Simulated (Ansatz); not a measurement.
Basis-set series for CH$_{5}$FN$_{2}$Si (`C=N[SiH](N)F`). The species carries charge 0 and has multiplicity 1. The geometry is a stationary point of PBE0-D4/def2-TZVP. It is one conformer, not always the lowest.

```tsv
functional	basis	functions	energy (Eh)	HOMO (eV)	LUMO (eV)
PBE0-D4	def2-SVP	99	-539.36680	-7.06	-0.84
PBE0-D4	def2-TZVPP	236	-539.78235	-7.23	-1.08
ωB97M-V	def2-SVP	99	-539.64795	-9.39	1.51
ωB97M-V	def2-TZVPP	236	-540.07279	-9.58	1.14
```

Q: Give the rows for def2-QZVPP. (Estimate.)

A: Computed: 
| functional | basis | functions | energy (Eh) | HOMO (eV) | LUMO (eV) |
| --- | --- | --- | --- | --- | --- |
| PBE0-D4 | def2-QZVPP | 448 | -539.80738 | -7.27 | -1.15 |
| ωB97M-V | def2-QZVPP | 448 | -540.09619 | -9.62 | 0.98 |

Positive LUMOs are unbound and depend on the basis.
